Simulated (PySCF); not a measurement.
## Polarisability and C₆ of Bi (bismuth, neutral)

[Xe] 4f14 5d10 6s2 6p3, high-spin 4S determinant. All numbers are calculated (PySCF 2.14, a scalar-relativistic core potential, in def2-QZVPPD with the def2 core potential (60 electrons) (8s6p5d4f1g, 88 functions)). Coupled (time-dependent) response in atomic units; α is the mean over directions.

```csv
method,mean α (bohr³),C₆ (like pair),S(−4)
UHF,50.16,608.6,681.7
PBE,54.95,665.6,950.5
PBE0,52.20,629.9,804.6
TPSS,53.62,655.0,859.5
```

S(−4) is the Cauchy moment in α(ω) = α(0) + S(−4) ω² + …

Reference α: 48 ± 4 bohr³ (recommended; Schwerdtfeger and Nagle, table of static dipole polarizabilities (2023 update)). Published C₆: 513.0 (Gould and Bucko (2016)).

α(iu) at PBE0:

```
u (hartree)  α(iu) (bohr³)
          0          52.20
     0.0500          50.29
      0.100          45.57
      0.200          34.37
      0.300          25.57
      0.500          15.40
      0.750          9.586
       1.00          6.738
       1.50          4.065
       2.00          2.807
       3.00          1.604
       5.00         0.7255
```

Energies and moments cover only the electrons outside the core potential. Spin-orbit coupling, which splits the p, d and f shells strongly at this Z, is absent. Spin-orbit coupling is strong in this species (close to jj coupling), so the high-spin LS determinant is a model state, not a physical level.
